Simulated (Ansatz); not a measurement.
Breaking a bond: Ge(OMe)4, SMILES C[O][Ge]([O]C)([O]C)[O]C (C4H12GeO4). The Ge1–O18 bond (Ge1 also carries O, O, O; O18 carries C) is pulled apart rigidly from the PBE0/def2-SVP optimised geometry.

- RKS-PBE = restricted PBE/def2-SVP (Ansatz, a program for electronic structure)
- UKS-PBE = Ansatz with unrestricted PBE/def2-SVP
- RKS-PBE0 = restricted PBE0/def2-SVP (Ansatz)
- UKS-PBE0 = Ansatz with unrestricted PBE0/def2-SVP

Energies relative to the lowest point of each curve near equilibrium, in kcal/mol; the last columns give the difference from UKS-PBE0:

```tsv
R / Å	RKS-PBE	UKS-PBE	RKS-PBE0	UKS-PBE0	RKS-PBE − UKS-PBE0	UKS-PBE − UKS-PBE0	RKS-PBE0 − UKS-PBE0
1.43	70.0	70.0	65.3	65.3	4.7	4.7	0.0
1.55	23.2	23.2	20.1	20.1	3.0	3.0	0.0
1.66	4.8	4.8	3.4	3.4	1.4	1.4	0.0
1.72	0.9	0.9	0.4	0.4	0.5	0.5	0.0
1.75	0.0	0.0	0.0	0.0	0.0	0.0	0.0
1.83	0.4	0.4	1.7	1.7	-1.3	-1.3	0.0
1.89	2.6	2.6	4.8	4.8	-2.2	-2.2	0.0
1.98	7.8	7.8	11.4	11.4	-3.6	-3.6	0.0
2.13	19.1	19.1	25.1	25.1	-6.0	-6.0	0.0
2.31	33.6	33.6	42.3	42.3	-8.8	-8.8	0.0
2.53	49.7	49.7	61.6	61.6	-12.0	-12.0	0.0
2.87	69.1	69.1	85.4	80.5	-11.3	-11.4	4.9
3.25	84.2	81.1	104.2	89.0	-4.8	-7.8	15.3
3.68	95.3	87.5	118.6	92.8	2.5	-5.3	25.8
4.33	104.7	91.6	131.3	94.7	10.0	-3.2	36.6
5.04	109.1	93.0	138.0	95.3	13.8	-2.3	42.7
```

RKS-PBE is furthest from UKS-PBE0 at 5.04 (13.8 kcal/mol, above); its mean absolute difference over the points is 5.4 kcal/mol.

UKS-PBE is furthest from UKS-PBE0 at 2.53 (-12.0 kcal/mol, below); its mean absolute difference over the points is 4.6 kcal/mol.

RKS-PBE0 is furthest from UKS-PBE0 at 5.04 (42.7 kcal/mol, above); its mean absolute difference over the points is 7.8 kcal/mol.

The restricted form behind RKS-PBE, RKS-PBE0 keeps the bonding electrons paired and can't separate into open-shell fragments. The unrestricted determinant behind UKS-PBE, UKS-PBE0 is spin-contaminated at 2.87 to 5.04 Å (<S²> up to 1.0, against 0.00 for a pure singlet).
